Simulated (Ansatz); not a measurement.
Job for Ansatz (a first-principles code): U-PBE0/def2-TZVPP on TaF+, 2S+1 = 4, a spin state set in the input, which need not be the lowest, a point of a bond scan (R = 1.776 Å). Charge +1. Elements past Kr take the def2 small-core potentials; no spin–orbit coupling.

Ansatz 0.2 input:
```yaml
crystal:
  periodic: [false, false, false]
  atoms:
    - {symbol: Ta, position_ang: [0.00000000, 0.00000000, 0.00000000]}
    - {symbol: F, position_ang: [0.00000000, 0.00000000, 1.77592500]}
basis:
  gaussian:
    orbitals: def2-TZVPP
    pivot_positions_ang: [[0.00000000, 0.00000000, 0.00000000], [0.00000000, 0.00000000, 1.77592500]]
hamiltonian:
  xc: {name: PBE0}
total_charge: 1
magnetization: {spin_polarized: true, initial_magnetization: 3}
output: {forces: true, orbitals: {seedname: ./end}}
```

Program output:

```
WARN ansatz: RAYON_NUM_THREADS=1 ignored (pool sized by the plan → 1); use --threads N
Functional definition: PBE0
integrals: 0.02 GiB planned
564 factors; their error is unknown
mean field: 0.27 GiB planned
mean field evaluation 1: about -4239.2087 eV, gradient 7.3e1 eV
mean field evaluation 2: about -3924.6723 eV, gradient 1.9e2 eV
mean field evaluation 4: about -4254.9381 eV, gradient 9.5e0 eV
mean field evaluation 8: about -4255.3003 eV, gradient 4.9e-2 eV
mean field evaluation 16: about -4255.3134 eV, gradient 5.2e-4 eV
mean field evaluation 32: about -4257.4469 eV, gradient 6.7e-6 eV
mean field evaluation 64: about -4257.4295 eV, gradient 3.4e-1 eV
mean field -4257.44688105 eV, -156.4582870776 hartree, gradient 2.2e-7 eV, S^2 3.755620; 5 other end points of the search recorded, 0 dependent functions left out
the calculation of the forces begins
reference -4257.44690962 eV, -156.4582881272 hartree; 12, 9 occupied and 75, 78 virtual orbitals, 564 factors
Total energy: -4257.44690962 eV, -156.4582881272 hartree
Atom 0 at     0.000000     0.000000     0.000000 Å, force     0.000000    -0.000000     0.286981 eV/Å
Atom 1 at     0.000000     0.000000     1.775925 Å, force    -0.000000     0.000000    -0.286981 eV/Å
Dipole moment:    -0.000000     0.000000    -0.746163 e Å
```

Self-consistency was reached.

Cost: very roughly 9 core-seconds.
